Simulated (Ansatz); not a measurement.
Consider the hydrogenolysis of the Si–S bond: `C[Si](N)(S)Cl` + H₂ → `C[SiH](N)Cl` + H₂S.

Calculated with Ansatz (gas phase, PBE0-D4/def2-TZVP geometries, no zero-point term in ΔE). CCSD(T)/CBS is the MP2 limit (def2-TZVPP, def2-QZVPP) plus CCSD(T) − MP2 in def2-TZVPP, frozen cores. This one scheme is used for every species. Functionals use def2-TZVPP. Each species was taken in one conformer, which may not be the lowest.

`C[Si](N)(S)Cl`:

```xyz
11

C    -1.240   -0.297    0.798
Si    0.484   -0.190    0.129
N     0.689    1.315   -0.640
S     1.021   -1.725   -1.245
Cl    1.781   -0.536    1.709
H    -1.425    0.509    1.513
H    -1.385   -1.248    1.313
H    -1.970   -0.220   -0.011
H     0.313    2.151   -0.221
H     1.540    1.506   -1.146
H     0.192   -1.265   -2.199
```

H₂:

Cartesian coordinates in Å:
```
H -0.287 0.132 0.199
H 0.287 -0.132 -0.199
```

`C[SiH](N)Cl`:

Cartesian coordinates in Å:
```
C 1.352 0.360 0.173
Si -0.446 0.365 -0.279
N -1.256 -0.892 0.541
Cl -0.548 0.218 -2.353
H 1.884 1.150 -0.360
H 1.475 0.514 1.247
H 1.814 -0.594 -0.096
H -1.144 1.628 0.049
H -0.868 -1.823 0.545
H -2.263 -0.926 0.533
```

H₂S:

```xyz
3

S    -0.559    0.216   -0.156
H     0.513   -0.178   -0.858
H     0.046   -0.038    1.014
```

```tsv
level	ΔE (eV)
r2SCAN-D4	0.54
PBE0-D4	0.51
B2PLYP	0.41
CCSD(T)/def2-TZVPP	0.44
```

Task: What does CCSD(T)/CBS give? (Estimate.)

Result: The calculation gave: +0.50 eV. The listed levels differ from it by 0.04, 0.01, -0.09, -0.06 eV.

Largest T1 diagnostic among the species: 0.010.

In def2-TZVPP, CCSD(T) changes the Hartree–Fock value by +0.25 eV (the triples alone add +0.06 eV) and MP2 by +0.36 eV. The D4 term adds +0.15 eV with B3LYP and +0.08 eV with PBE0; it sums over pairs of atoms, weighted by their polarisabilities, and B3LYP, whose exchange is more repulsive, gets the larger term.

B3LYP here is the variant with VWN-RPA as its local correlation; programs differ in this.
